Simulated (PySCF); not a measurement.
## Basis-set dependence of excited states

Compound: ClH5P2Si.
SMILES with atom numbers: `[PH2:1][SiH:2]([PH2:3])[Cl:4]` (hydrogens: H5, H6 on P1; H7 on Si2; H8, H9 on P3)

Structure used (PBE0-D3(BJ)/def2-SVP), in Å, numbered top down from 1:
```
atom  x, y, z in Å
P1    -2.0047   -1.0248   -0.6986
Si2   -0.2027   -2.0328   -1.6146
P3     1.6844   -0.8402   -1.9562
Cl4   -0.8067   -2.6861   -3.4895
H5    -1.9016    0.1094   -1.5613
H6    -1.2351   -0.4184    0.3435
H7     0.1402   -3.2217   -0.7809
H8     1.6590   -0.2709   -0.6441
H9     0.9752    0.2518   -2.5439
```

TDDFT with PBE0 (PySCF), vertical singlets, core orbitals frozen in the response, spherical d and f functions. Geometry: PBE0-D3(BJ)/def2-SVP, one conformer, isolated molecule.

| basis | functions | diffuse | S1 (eV) | S2 (eV) | S3 (eV) | S4 (eV) | S5 (eV) | LUMO (eV) | α (au) |
| --- | --- | --- | --- | --- | --- | --- | --- | --- | --- |
| 6-31G* | 82 | no | 5.71 | 6.28 | 6.60 | 6.95 | 7.03 | -0.44 | 80.6 |
| def2-SVP | 97 | no | 5.81 | 6.29 | 6.82 | 7.04 | 7.06 | -0.26 | 79.8 |
| 6-31+G* | 98 | yes | 5.62 | 5.80 | 6.24 | 6.39 | 6.72 | -0.74 | 88.8 |
| def2-SVPD | 139 | yes | 5.59 | 5.88 | 6.30 | 6.52 | 6.71 | -0.57 | 98.0 |
| aug-cc-pVDZ | 153 | yes | 5.58 | 5.73 | 6.11 | 6.20 | 6.48 | -0.66 | 100.1 |
| def2-TZVP | 178 | no | 5.59 | 5.94 | 6.25 | 6.67 | 6.85 | -0.54 | 92.3 |
| def2-TZVPD | 220 | yes | 5.49 | 5.75 | 6.11 | 6.28 | 6.53 | -0.67 | 100.3 |

How much do these states and the polarisability depend on the basis?

States are compared by their number. Against the largest diffuse basis here (def2-TZVPD, itself not a converged limit), sets without diffuse functions differ by up to 0.32 eV in S1 and 0.53 eV in S5; the smaller diffuse sets differ by up to 0.13 and 0.19 eV. State by state, the largest deviation of a set without diffuse functions is S1 0.32, S2 0.54, S3 0.71, S4 0.76, S5 0.53 eV. The same number needn't mean the same state in each row. Against def2-TZVPD the polarisability deviates by -20% in 6-31G*, -20% in def2-SVP, -11% in 6-31+G*, -2% in def2-SVPD, 0% in aug-cc-pVDZ, -8% in def2-TZVP. A single + in a Pople set puts diffuse functions on heavy atoms only.
